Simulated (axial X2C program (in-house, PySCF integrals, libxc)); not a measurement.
## KB: cheaper levels and CCSD(T), with spin–orbit coupling

All values were computed with an axial X2C code built on PySCF integrals. Two-component (2c) means X2C with spin–orbit coupling and atomic mean-field two-electron Coulomb and Gaunt terms. Basis: K dyall-cv3z [11s12p6d3f], B dyall-v3z [7s6p2d1f] (cores contracted in-house); Gaussian nuclei, density fitting, unrestricted open shells. Masses: K 38.964 u, B 11.009 u.

State: Ω = 2 (⟨Sz⟩ = 1.00, ⟨Lz⟩ = 1.00 at HF); fragments K + B.

| level | Re (Å) | ωe (cm⁻¹) | De (eV) |
| --- | --- | --- | --- |
| PBE0 | 2.835 | 274.1 | 0.928 |
| HF | 2.901 | 282.7 | 0.277 |
| MP2 | 2.822 | 290.6 | 0.703 |
| CCSD | 2.847 | 280.3 | 0.673 |
| LDA | 2.782 | 278.5 | 1.27 |

Correlated methods: 12 electrons correlated (number of frozen shells: K 2 s, 1 p; B 1 s), 216 virtual spin orbitals or spinors in MP2, 90 natural virtuals in coupled cluster.

CCSD(T), same Hamiltonian and basis:

Re = 2.843 Å, ωe = 279.4 cm⁻¹, De = 0.71 eV; T1 = 0.014 (Lee–Taylor normalisation).

Problem. Give the differences from CCSD(T) in the columns below.

Solution. 

```json
{"level": "PBE0", "ΔRe (Å)": "-0.008", "Δωe (cm⁻¹)": "-5.3", "ΔDe (eV)": "0.22"}
{"level": "HF", "ΔRe (Å)": "0.058", "Δωe (cm⁻¹)": "3.3", "ΔDe (eV)": "-0.43"}
{"level": "MP2", "ΔRe (Å)": "-0.021", "Δωe (cm⁻¹)": "11.2", "ΔDe (eV)": "-0.01"}
{"level": "CCSD", "ΔRe (Å)": "0.004", "Δωe (cm⁻¹)": "0.9", "ΔDe (eV)": "-0.04"}
{"level": "LDA", "ΔRe (Å)": "-0.061", "Δωe (cm⁻¹)": "-0.9", "ΔDe (eV)": "0.56"}
```

The state is a single determinant with fixed occupations, the lowest that a limited PBE0 search found. De is counted from the lowest determinant-based energies of the atoms at the same level, without counterpoise correction. Density functionals use the spin component along the axis (collinear). CCSD and (T) use frozen natural virtuals with an MP2 correction for the truncation; (T) itself is uncorrected, so its De runs slightly low. The 2c atoms are single determinants rather than J levels; their spin–orbit lowering is only partly caught, and De is too large by that part. This holds for PBE0, LDA. Other states lie close and PBE0, whose exact exchange favours high spin, may order them wrongly; the determinant shown need not be the ground state. The nearest other 2c determinant of the search, Ω = 1, lies 0.22 eV up at the distance of the search. Without a current term, density functionals place determinants with orbital angular momentum somewhat too high. The atomic limit has a lower orbital projection than the molecule and lies lower at mean-field level, so De may be about a tenth of an eV too small. With several unpaired electrons one determinant need not be a pure state. Open-shell Ω = 0 determinants with evenly filled partner blocks cannot be reached by this program, so the Ω shown need not be the lowest component. Some points did not converge and are left out. The stretched end of a curve changes character and is left out.
